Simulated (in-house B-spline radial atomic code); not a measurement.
**Ionising Ar IX (Ar8+) with different functionals**

Computed with an all-electron radial atomic-structure program (B-spline basis): four-component Dirac-Coulomb Hamiltonian, Fermi nucleus of rms radius 3.4274 fm, spin-restricted, spherical fractional occupations for the functionals, and exact exchange of hybrids averaged over the configuration. The ionisation energy is the difference of two self-consistent energies, [He] 2s2 2p6 → [He] 2s2 2p5, without Breit or QED terms; ε is the level of the shell that loses the electron (mean over j). The electron is taken from both j subshells in proportion to 2j + 1, so the result is a j average, not the step between ground levels.

```csv
method,rung,ΔSCF (eV),-ε(2p) (eV)
PBE0,global hybrid,424.30,403.10
B3LYP,global hybrid,424.66,401.83
LC-wPBE,range-separated hybrid,424.57,401.31
CAM-B3LYP,range-separated hybrid,424.58,403.73
```

(1) Among the functionals, which spreads more, the ΔSCF values or the orbital energies?

(2) How do they compare with the NIST value?

## Answers

(1) The orbital energies: ΔSCF values span about 0.36 eV and the orbital energies 2.42 eV; here energy differences depend much less on the functional than eigenvalues do.

(2) NIST lists 422.60 eV ± 0.06 (semi-empirical, ground level to ground level). Errors run from +1.70 to +2.06 eV. The correlated functionals all miss on the same side by more than they spread, so the cause is common to them (Breit-QED terms, spin polarisation, the choice among j levels, multiplet and fine-structure energies, or a listed next ion that isn't the cheapest removal here) and closeness doesn't rank the functionals.
